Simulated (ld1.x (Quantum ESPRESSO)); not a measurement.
# sulfur ultrasoft: all-electron and pseudo phase curves

S, ultrasoft, made with ld1.x (Quantum ESPRESSO) 7.5 (PBE, non-relativistic). Core [Ne], reference 3s2 3p4. Waves: 3s (bound): rcut 0.90, rcutus 1.20 bohr; 3s channel at -0.55 Ry: rcut 0.90, rcutus 1.20 bohr; 3p (bound): rcut 1.50, rcutus 1.65 bohr; 3p channel at 1.25 Ry: rcut 1.50, rcutus 1.65 bohr. Local part: all-electron potential smoothed inside 1.60 bohr (lloc = -1). Core correction: none. Augmentation charge: built from norm-conserving waves at rcut, not smoothed further.

The phase is arctan(r·u′/u) with u = r·R(r), unwrapped; energies in Ry, scanned from -3 to 5 Ry. A pole is an energy at which the radial function vanishes at the test radius. The pseudo phase is shifted by a multiple of π to meet the all-electron one at the reference energy, and phase errors are pseudo minus all-electron; the curves can meet again beyond the range given. Levels narrower than the energy grid can be missing from the lists of poles.

```csv
channel,radius (bohr),reference energy (Ry),"poles, all-electron","poles, pseudo",unbroken range about the reference energy with phases within 0.05 rad,phase error 1 Ry above the reference energy (rad)
s,1.79,-1.26,1.60,1.60,the whole range,-0.000
p,1.79,-0.52,2.76,2.77,the whole range,-0.000
```

Note: ghost state, extra bound levels that the all-electron valence spectrum of the same l lacks: s at -57.6 eV. A true bound ghost makes a file unfit for plane-wave use.

Phases in the p channel:

```tsv
E (Ry)	all-electron	pseudo
-3.00	1.134	1.134
-2.52	1.063	1.063
-2.04	0.954	0.954
-1.56	0.769	0.769
-1.08	0.422	0.422
-0.60	-0.173	-0.173
-0.12	-0.762	-0.762
0.36	-1.104	-1.104
0.84	-1.288	-1.288
1.32	-1.399	-1.399
1.80	-1.473	-1.473
2.28	-1.528	-1.527
2.76	-1.571	-1.570
3.24	-1.607	-1.606
3.72	-1.640	-1.638
4.20	-1.670	-1.668
4.68	-1.701	-1.698
```
